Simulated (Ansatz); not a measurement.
Start from `F[SiH]([SiH3])OC=S` and change one atom or group to get `CO[SiH](F)[SiH3]`.

Ansatz, PBE0-D4/def2-TZVP geometries, multiplicity 1. Each molecule was computed in one conformer, which needn't be the lowest.

```csv
property,`F[SiH]([SiH3])OC=S`
zero-point energy (PBE0-D4/def2-TZVP) / kJ/mol,153.2
LUMO energy (PBE/def2-TZVPP) / eV,-2.89
size of the dipole moment (B3LYP/def2-TZVPP) / D,3.24
HOMO energy (PBE0/def2-TZVPP) / eV,-6.88
HOMO–LUMO gap (B3LYP/def2-TZVPP) / eV,4.47
HOMO energy (PBE/def2-TZVPP) / eV,-5.66
```

Problem. Give the same properties after the change, and the shifts. (Estimate.)

Solution. The calculation gave: 
```json
{"property": "zero-point energy (PBE0-D4/def2-TZVP) / kJ/mol", "`CO[SiH](F)[SiH3]`": "208.1", "shift": "54.9"}
{"property": "LUMO energy (PBE/def2-TZVPP) / eV", "`CO[SiH](F)[SiH3]`": "-0.95", "shift": "1.94"}
{"property": "size of the dipole moment (B3LYP/def2-TZVPP) / D", "`CO[SiH](F)[SiH3]`": "1.49", "shift": "-1.75"}
{"property": "HOMO energy (PBE0/def2-TZVPP) / eV", "`CO[SiH](F)[SiH3]`": "-8.24", "shift": "-1.36"}
{"property": "HOMO–LUMO gap (B3LYP/def2-TZVPP) / eV", "`CO[SiH](F)[SiH3]`": "7.77", "shift": "3.30"}
{"property": "HOMO energy (PBE/def2-TZVPP) / eV", "`CO[SiH](F)[SiH3]`": "-6.98", "shift": "-1.32"}
```

With PBE0 the HOMO falls by 1.36 eV and the LUMO rises by 1.86 eV, so the gap widens by about 3.22 eV. PBE moves the HOMO by -1.32 eV and ωB97M-V by -1.24 eV. The zero-point energy changes by 54.9 kJ/mol with +3 modes. Dipoles are sizes alone; their direction can turn.

B3LYP here is the variant with VWN-RPA as its local correlation; programs differ in this.
